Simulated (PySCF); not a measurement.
Frontier orbitals and the lowest excitations

Compound: C5H9NOSi.
Numbering: `[N:1]#[C:2][C@@H:3]1[CH2:4][CH2:5][C@@H:6]1[SiH2:7][OH:8]` (hydrogens: H9 on C3; H10, H11 on C4; H12, H13 on C5; H14 on C6; H15, H16 on Si7; H17 on O8)

Method: TDDFT PBE0/def2-SVPD, vertical, gas phase, core orbitals frozen in the response in PySCF. Geometry: GFN2-xTB, one conformer, isolated molecule. Torsions of this conformer, `[N:1]#[C:2][C@@H:3]1[CH2:4][CH2:5][C@@H:6]1[SiH2:7][OH:8]`: C5–C6–Si7–O8 -48°, H–O8–Si7–C6 -61°.

Kohn–Sham orbitals with the atoms that hold most of them (Löwdin shares over 4%, at most four atoms; ? is withheld):

| orbital | ε (eV) | atoms |
| --- | --- | --- |
| LUMO+2 | 0.43 | Si7 21%, C2 17%, N1 15%, O8 8% |
| LUMO+1 | 0.17 | C2 17%, N1 15%, C4 8%, C3 8% |
| LUMO | ? | N1 16%, H9 14%, C2 13%, C3 12% |
| HOMO | -8.13 | ? |
| HOMO-1 | -8.89 | ? |
| HOMO-2 | -9.24 | N1 21%, C2 13%, O8 12%, C3 12% |
| HOMO-3 | -9.53 | C6 17%, N1 15%, C5 12%, C2 11% |

**Question.** Which atoms hold the HOMO-1, and with what shares?

**Answer.** O8 (bonded to Si and H) 22%; Si7 (bonded to C, O and 2 H) 17%; H16 (bonded to Si) 12%; H15 (bonded to Si) 10%. By element: hydrogen 22% or more, oxygen 22%, silicon 17%.

**Question.** Which atoms hold the HOMO, and with what shares?

**Answer.** C6 (bonded to 2 C, Si and H) 26%; Si7 (bonded to C, O and 2 H) 18%; O8 (bonded to Si and H) 16%; C5 (bonded to 2 C and 2 H) 7%. By element: carbon 34% or more, silicon 18%, oxygen 16%.

**Question.** What is the LUMO energy, and the HOMO–LUMO gap?

**Answer.** ε(LUMO) = 0.06 eV; the gap is 8.19 eV (0.3009 hartree).

**Question.** The HOMO–LUMO gap is 8.19 eV. Where does the response calculation put the lowest singlet, and from which orbitals?

**Answer.** S1 is at 6.98 eV (f = 0.0029), 1.21 eV below the gap, made of HOMO→LUMO (95%). 

**Question.** Give energy, strength and leading configuration of S1 and S2, and follow the Löwdin shares of the leading atoms from the occupied to the empty orbital.

**Answer.** 
- S1 (6.98 eV, f 0.0029), HOMO→LUMO (95%): C6 26% → at most 13%, Si7 18% → at most 13%, N1 at most 8% → 16%, H9 at most 8% → 14%
- S2 (7.07 eV, f 0.0028), HOMO→LUMO+1 (91%): C6 26% → at most 8%, Si7 18% → at most 8%, C2 at most 8% → 17%, N1 at most 8% → 15%
